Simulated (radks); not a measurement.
Removal energies from the scandium ion Sc11+, [Ne], by Delta-SCF beside the eigenvalue of the level emptied. All-electron calculation, Dirac Kohn-Sham, PBE, spin-unpolarised, spherical densities, finite nucleus; Fermi nuclear charge, rms radius of each element as measured or else 0.836 A^(1/3) + 0.57 fm. Program: a radial shooting solver on a logarithmic mesh with Libxc functionals. Sub-shells are occupied by j as written (lower j first in brackets).

removed from          final configuration  Delta-SCF (eV)  -eigenvalue (eV)
2p3/2         [He] 2s2 2p(1/2: 2, 3/2: 3)          687.63            651.14
2p1/2         [He] 2s2 2p(1/2: 1, 3/2: 4)          692.72            655.96
2s1/2                        [He] 2s1 2p6          768.95            736.29
1s1/2                         1s1 2s2 2p6          4816.7            4678.7
